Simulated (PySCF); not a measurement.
methoxyethene (C3H6O), SMILES C(OC)=C.

The structure is a stationary point at B3LYP-D3(BJ)/def2-SVP. The values are those of a single conformer.

Calculation: B3LYP/def2-TZVP run with PySCF.

The molecule is in vacuum.

* **total energy**: -193.19503 hartree
* **point group**: Cs
* **highest occupied level**: -6.30 eV
* **lowest empty level**: 0.34 eV
* **orbital gap**: 6.65 eV
* **dipole moment**: 1.72 D
* **quadrupole, principal values (traceless, Buckingham form, about the centre of nuclear charge)**: -3.87, 0.01, 3.86 D·Å
* **mean static polarisability**: 44.1 bohr³ (6.54 Å³)
* **polarisability, principal values**: 32.3, 37.5, 62.5 bohr³
